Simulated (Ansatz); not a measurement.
Geometry optimisation of the cluster Zn₂Cl₅⁻.

```yaml
crystal:
  periodic: [false, false, false]
  atoms:
    - {symbol: Zn, position_ang: [1.508300, -1.513290, 0.632610]}
    - {symbol: Zn, position_ang: [-1.503540, 1.520920, -0.632380]}
    - {symbol: Cl, position_ang: [0.026120, 0.035390, 0.017400]}
    - {symbol: Cl, position_ang: [2.036570, -2.983760, -0.816920]}
    - {symbol: Cl, position_ang: [2.267360, -1.376080, 2.622410]}
    - {symbol: Cl, position_ang: [-0.794050, 3.425860, -1.282450]}
    - {symbol: Cl, position_ang: [-3.540760, 0.890960, -0.540670]}
basis:
  gaussian: {orbitals: def2-SVPD}
total_charge: -1
hamiltonian: {xc: pbe, dispersion: d4}
scf: {lower_state_search: "off"}
output: {orbitals: {seedname: orbitals}}
relax: {f_tol: 0.02, max_steps: 100}
```

```sh
$ ansatz run in.yaml --threads 4 --pin off --events-out ev --progress --plain --max-ram 4787MiB
```

Shortened log:

```
Functional definition: PBE
mean field -159391.52725001 eV, -5857.5305869801 hartree, gradient 1.8e-6 eV, S^2 0.000000; 0 other end points of the search recorded, 0 dependent functions left out
relax step   1: F+E_penalty+E_count = -159391.82121240 eV  Δ(F+E_penalty+E_count) = +0.000e0 eV  max|allowed force component| = 8.781e-1 eV/Å  Δτ_max = 0.0000 Å  (16 SCF iters, accepted)
mean field -159391.72457730 eV, -5857.5378386246 hartree, gradient 1.9e-6 eV, S^2 0.000000; 0 other end points of the search recorded, 0 dependent functions left out
relax step   2: F+E_penalty+E_count = -159392.00859780 eV  Δ(F+E_penalty+E_count) = -1.874e-1 eV  max|allowed force component| = 2.086e-1 eV/Å  Δτ_max = 0.0740 Å  (18 SCF iters, accepted)
mean field -159391.76924732 eV, -5857.5394802172 hartree, gradient 7.7e-7 eV, S^2 0.000000; 0 other end points of the search recorded, 0 dependent functions left out
relax step   3: F+E_penalty+E_count = -159392.04825843 eV  Δ(F+E_penalty+E_count) = -3.966e-2 eV  max|allowed force component| = 1.232e-1 eV/Å  Δτ_max = 0.2000 Å  (23 SCF iters, accepted)
mean field -159391.79614798 eV, -5857.5404687984 hartree, gradient 8.2e-7 eV, S^2 0.000000; 0 other end points of the search recorded, 0 dependent functions left out
relax step   4: F+E_penalty+E_count = -159392.07373197 eV  Δ(F+E_penalty+E_count) = -2.547e-2 eV  max|allowed force component| = 1.184e-1 eV/Å  Δτ_max = 0.2000 Å  (24 SCF iters, accepted)
mean field -159391.82621814 eV, -5857.5415738564 hartree, gradient 7.7e-7 eV, S^2 0.000000; 0 other end points of the search recorded, 0 dependent functions left out
relax step   5: F+E_penalty+E_count = -159392.10544629 eV  Δ(F+E_penalty+E_count) = -3.171e-2 eV  max|allowed force component| = 1.196e-1 eV/Å  Δτ_max = 0.1954 Å  (23 SCF iters, accepted)
mean field -159391.85904005 eV, -5857.5427800392 hartree, gradient 7.7e-7 eV, S^2 0.000000; 0 other end points of the search recorded, 0 dependent functions left out
relax step   6: F+E_penalty+E_count = -159392.14100800 eV  Δ(F+E_penalty+E_count) = -3.556e-2 eV  max|allowed force component| = 1.272e-1 eV/Å  Δτ_max = 0.1907 Å  (23 SCF iters, accepted)
mean field -159391.88296060 eV, -5857.5436591034 hartree, gradient 8.3e-7 eV, S^2 0.000000; 0 other end points of the search recorded, 0 dependent functions left out
relax step   7: F+E_penalty+E_count = -159392.17067079 eV  Δ(F+E_penalty+E_count) = -2.966e-2 eV  max|allowed force component| = 1.260e-1 eV/Å  Δτ_max = 0.1967 Å  (23 SCF iters, accepted)
mean field -159391.90841005 eV, -5857.5445943533 hartree, gradient 8.4e-7 eV, S^2 0.000000; 0 other end points of the search recorded, 0 dependent functions left out
relax step   8: F+E_penalty+E_count = -159392.19960761 eV  Δ(F+E_penalty+E_count) = -2.894e-2 eV  max|allowed force component| = 1.329e-1 eV/Å  Δτ_max = 0.1971 Å  (24 SCF iters, accepted)
mean field -159391.92889003 eV, -5857.5453469787 hartree, gradient 8.8e-7 eV, S^2 0.000000; 0 other end points of the search recorded, 0 dependent functions left out
relax step   9: F+E_penalty+E_count = -159392.22729710 eV  Δ(F+E_penalty+E_count) = -2.769e-2 eV  max|allowed force component| = 1.559e-1 eV/Å  Δτ_max = 0.1932 Å  (24 SCF iters, accepted)
mean field -159391.94224446 eV, -5857.5458377452 hartree, gradient 1.1e-6 eV, S^2 0.000000; 0 other end points of the search recorded, 0 dependent functions left out
relax step  10: F+E_penalty+E_count = -159392.24983811 eV  Δ(F+E_penalty+E_count) = -2.254e-2 eV  max|allowed force component| = 1.131e-1 eV/Å  Δτ_max = 0.1962 Å  (18 SCF iters, accepted)
mean field -159391.95028706 eV, -5857.5461333050 hartree, gradient 1.6e-6 eV, S^2 0.000000; 0 other end points of the search recorded, 0 dependent functions left out
relax step  11: F+E_penalty+E_count = -159392.26931579 eV  Δ(F+E_penalty+E_count) = -1.948e-2 eV  max|allowed force component| = 9.357e-2 eV/Å  Δτ_max = 0.1975 Å  (18 SCF iters, accepted)
mean field -159391.95611815 eV, -5857.5463475938 hartree, gradient 1.4e-6 eV, S^2 0.000000; 0 other end points of the search recorded, 0 dependent functions left out
relax step  12: F+E_penalty+E_count = -159392.28446713 eV  Δ(F+E_penalty+E_count) = -1.515e-2 eV  max|allowed force component| = 9.808e-2 eV/Å  Δτ_max = 0.1954 Å  (18 SCF iters, accepted)
mean field -159391.97164206 eV, -5857.5469180869 hartree, gradient 9.1e-7 eV, S^2 0.000000; 0 other end points of the search recorded, 0 dependent functions left out
relax step  13: F+E_penalty+E_count = -159392.30952020 eV  Δ(F+E_penalty+E_count) = -2.505e-2 eV  max|allowed force component| = 1.217e-1 eV/Å  Δτ_max = 0.1973 Å  (24 SCF iters, accepted)
mean field -159391.99577663 eV, -5857.5478050159 hartree, gradient 2.0e-6 eV, S^2 0.000000; 0 other end points of the search recorded, 0 dependent functions left out
relax step  14: F+E_penalty+E_count = -159392.34172829 eV  Δ(F+E_penalty+E_count) = -3.221e-2 eV  max|allowed force component| = 1.476e-1 eV/Å  Δτ_max = 0.1970 Å  (18 SCF iters, accepted)
mean field -159392.03651176 eV, -5857.5493020045 hartree, gradient 2.2e-6 eV, S^2 0.000000; 0 other end points of the search recorded, 0 dependent functions left out
relax step  15: F+E_penalty+E_count = -159392.39189741 eV  Δ(F+E_penalty+E_count) = -5.017e-2 eV  max|allowed force component| = 1.494e-1 eV/Å  Δτ_max = 0.1966 Å  (18 SCF iters, accepted)
mean field -159392.09729635 eV, -5857.5515357968 hartree, gradient 1.1e-6 eV, S^2 0.000000; 0 other end points of the search recorded, 0 dependent functions left out
relax step  16: F+E_penalty+E_count = -159392.46243044 eV  Δ(F+E_penalty+E_count) = -7.053e-2 eV  max|allowed force component| = 1.990e-1 eV/Å  Δτ_max = 0.1950 Å  (24 SCF iters, accepted)
mean field -159392.13967300 eV, -5857.5530931102 hartree, gradient 1.1e-6 eV, S^2 0.000000; 0 other end points of the search recorded, 0 dependent functions left out
relax step  17: F+E_penalty+E_count = -159392.51143421 eV  Δ(F+E_penalty+E_count) = -4.900e-2 eV  max|allowed force component| = 1.985e-1 eV/Å  Δτ_max = 0.1994 Å  (25 SCF iters, accepted)
mean field -159392.16424963 eV, -5857.5539962847 hartree, gradient 1.3e-6 eV, S^2 0.000000; 0 other end points of the search recorded, 0 dependent functions left out
relax step  18: F+E_penalty+E_count = -159392.54382541 eV  Δ(F+E_penalty+E_count) = -3.239e-2 eV  max|allowed force component| = 1.449e-1 eV/Å  Δτ_max = 0.1997 Å  (25 SCF iters, accepted)
mean field -159392.21467347 eV, -5857.5558493266 hartree, gradient 1.4e-6 eV, S^2 0.000000; 0 other end points of the search recorded, 0 dependent functions left out
relax step  19: F+E_penalty+E_count = -159392.59901145 eV  Δ(F+E_penalty+E_count) = -5.519e-2 eV  max|allowed force component| = 1.977e-1 eV/Å  Δτ_max = 0.1951 Å  (24 SCF iters, accepted)
mean field -159392.30393271 eV, -5857.5591295432 hartree, gradient 1.3e-6 eV, S^2 0.000000; 0 other end points of the search recorded, 0 dependent functions left out
relax step  20: F+E_penalty+E_count = -159392.69512237 eV  Δ(F+E_penalty+E_count) = -9.611e-2 eV  max|allowed force component| = 2.118e-1 eV/Å  Δτ_max = 0.1952 Å  (24 SCF iters, accepted)
mean field -159392.42927169 eV, -5857.5637356657 hartree, gradient 1.3e-6 eV, S^2 0.000000; 0 other end points of the search recorded, 0 dependent functions left out
relax step  21: F+E_penalty+E_count = -159392.82415181 eV  Δ(F+E_penalty+E_count) = -1.290e-1 eV  max|allowed force component| = 9.390e-2 eV/Å  Δτ_max = 0.1995 Å  (24 SCF iters, accepted)
mean field -159392.43984768 eV, -5857.5641243260 hartree, gradient 2.0e-6 eV, S^2 0.000000; 0 other end points of the search recorded, 0 dependent functions left out
relax step  22: F+E_penalty+E_count = -159392.83448564 eV  Δ(F+E_penalty+E_count) = -1.033e-2 eV  max|allowed force component| = 8.351e-3 eV/Å  Δτ_max = 0.0839 Å  (18 SCF iters, accepted)
mean field -159392.43936861 eV, -5857.5641067205 hartree, gradient 1.3e-6 eV, S^2 0.000000; 0 other end points of the search recorded, 0 dependent functions left out
relax step  23: F+E_penalty+E_count = -159392.83443565 eV  Δ(F+E_penalty+E_count) = +4.999e-5 eV  max|allowed force component| = 2.604e-2 eV/Å  Δτ_max = 0.0234 Å  (19 SCF iters, rejected (line search))
mean field -159392.43991070 eV, -5857.5641266420 hartree, gradient 1.3e-6 eV, S^2 0.000000; 0 other end points of the search recorded, 0 dependent functions left out
relax step  24: F+E_penalty+E_count = -159392.83462989 eV  Δ(F+E_penalty+E_count) = -1.443e-4 eV  max|allowed force component| = 7.756e-3 eV/Å  Δτ_max = 0.0115 Å  (19 SCF iters, accepted)
Total energy: -159392.83467898 eV, -5857.5786341087 hartree
Atom 0 at     0.473072    -0.931525     0.908774 Å, force    -0.000538    -0.000664     0.003170 eV/Å
Atom 1 at    -0.472325     0.930724    -0.909862 Å, force    -0.002193     0.002122     0.000127 eV/Å
Atom 2 at     1.164001     1.374697     0.802326 Å, force    -0.007612    -0.002499     0.001960 eV/Å
Atom 3 at     0.671736    -1.109629    -1.485764 Å, force     0.001941    -0.003574    -0.003290 eV/Å
Atom 4 at     1.222891    -2.408450     2.359153 Å, force    -0.000407     0.001035    -0.003409 eV/Å
Atom 5 at    -1.226827     2.414022    -2.351013 Å, force     0.001052    -0.001338    -0.000613 eV/Å
Atom 6 at    -1.832548    -0.269840     0.676386 Å, force     0.007756     0.004919     0.002055 eV/Å
Dipole moment:     0.001351    -0.001509    -0.002091 e Å
Checks for a lower state left out: stability, starts, cluster_reference, orbital_swaps, neighbouring_geometries, increment
```

Hardware: 4 threads of INTEL XEON PLATINUM 8581C on a shared host. Wall time 45 s.

The structure comes from a short search, and lower isomers may exist.
